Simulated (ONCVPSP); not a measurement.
**tellurium, ONCV: configuration errors across variants**

| Quantity | Value |
| --- | --- |
| Element | tellurium (Te) |
| Generator | ONCVPSP 4.0.1 |
| Type | optimised norm-conserving Vanderbilt (ONCV) |
| Functional | PBE |
| Relativity | scalar-relativistic |
| Frozen core | [Kr] 4d10 |
| Valence charge | 6 |
| Reference configuration | 5s2 5p2 (charge +2) |
| Partial waves | 5s: rc 1.90 bohr, ncon 4, nbas 7, qcut 3.1 1/bohr, 1 projector; 5p: rc 1.65 bohr, ncon 4, nbas 7, qcut 4.2 1/bohr, 2 projectors, debl 2 Ha |
| Local potential | polynomial inside 1.30 bohr (lpopt 5, dvloc0 0 Ha) |
| Core correction | Teter function, fcfact 2, rcfact 1.1 |

All-electron excitation energies from the reference (eV): (1) 5s2 5p4 -27.654; (2) 5s2 5p3 -17.925; (3) 5s2 5p1 26.898; (4) 5s0 5p6 -8.952.

A true bound ghost makes a file unfit for plane-wave use even where its test errors are small: the radial tests pick states by their node count and pass the ghost by.

Errors AE − PS in meV (a dash: test not solved or not reliable):

```csv
change,(1),(2),(3),(4),bound ghosts,GHOST(+) flags above zero
base,-2.5,+1.0,-7.6,+26,"s, p",none
p: qcut 2.7,+1.1,+2.1,-6.9,+27,s,p
p: qcut 3.2,+1.2,+2.1,-6.8,+26,s,p
p: qcut 3.6,+1.3,+2.1,-6.7,+26,s,p
p: qcut 4.6,-2.7,+0.9,-7.7,+26,"s, p",none
p: qcut 5.6,-3.2,+0.7,-8.3,+31,"s, p",none
p: qcut 6.3,-3.6,+0.5,-8.9,+38,"s, p",none
```

**Question.** Give the same row for: p: qcut 5.1.

**Answer.** -2.9, +0.8, -7.9, +28; bound ghosts: s, p; GHOST(+) flags above zero: none.
